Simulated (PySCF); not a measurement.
CH₃Si, SMILES C[Si] (connectivity only; charge and spin as stated), charge +1, multiplicity 1. Atoms are numbered in the order given.

```xyz
5

C      0.0000     0.0000    -1.0442
Si     0.0000     0.0000     0.7571
H      0.8898     0.5137    -1.4445
H     -0.8898     0.5137    -1.4445
H      0.0000    -1.0274    -1.4445
```
Charge +1, spin multiplicity 1.

Coordinates come from a r2SCAN-D4/def2-TZVP optimisation. The spin state was assumed, not searched. The isomer is the one that the SMILES or the coordinates give; other isomers of the formula were not compared.

Computed with PBE/def2-TZVPD (PySCF).

Mulliken values depend strongly on the basis, most of all with diffuse functions as here. Atomic charges (e):

```tsv
atom	meta-Löwdin	Mulliken
C1	-0.64	-0.62
Si2	1.00	0.75
H3	0.21	0.29
H4	0.21	0.29
H5	0.21	0.29
```
